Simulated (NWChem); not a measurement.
Species: GeSiH5 cation

```xyz
7

Si     0.0084     1.5861    -0.0327
Ge     0.0003    -0.8286    -0.0143
H     -1.0598     1.9665    -0.9887
H      1.3945     1.9592    -0.4068
H     -0.3292     1.8358     1.3980
H     -1.2424    -1.6915    -0.2866
H      1.2227    -1.6915     0.3383
```
Atoms are numbered in this order, from 1.

Computed with NWChem. All runs use the structure optimised with PBE0/def2-SVP. Level: PBE0/aug-cc-pVDZ; the question gives the wavelength of the field.

Problem. What does the run give for field 1065 nm? Quantities: isotropic polarisability (bohr³); anisotropy (bohr³).

Solution. The isotropic polarisability (bohr³) is 55.0 and the anisotropy (bohr³) comes out as 26.1.
